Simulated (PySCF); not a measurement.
**Basis and Hamiltonian dependence of the excitation energy of Pd**

Pd [Kr] 4d10 (1S) → Pd [Kr] 4d9 5s1, s spin flipped. Calculated with PySCF 2.14 from differences of total energies of unrestricted determinants, without spin-orbit coupling. Values in eV.

```csv
basis,Hamiltonian,functions,UHF,r2SCAN,PBE0,MP2 (valence)
aug-cc-pVDZ-PP with ECP28MDF,ECP,54,0.174,0.828,0.993,1.433
ANO-RCC-VTZP,spin-free X2C,68,0.151,0.972,1.100,1.532
x2c-TZVPPall,spin-free X2C,79,0.142,0.964,1.077,1.475
def2-QZVPP with the def2 core potential (28 electrons),ECP,88,0.122,0.786,0.963,1.499
x2c-QZVPPall,spin-free X2C,118,0.122,0.940,1.066,1.526
aug-cc-pwCVTZ-PP with ECP28MDF,ECP,122,0.103,0.778,0.957,1.495
"x2c-QZVPPall with one added diffuse shell each of s, p, d, f, g type",spin-free X2C,143,0.121,0.936,1.065,1.534
```

Frozen in the all-electron rows: valence: [Kr]; with a core potential, the same shells as far as they lie outside it.

In the upper determinant the s electron has its spin opposite to the other open shell, which mixes two multiplicities.
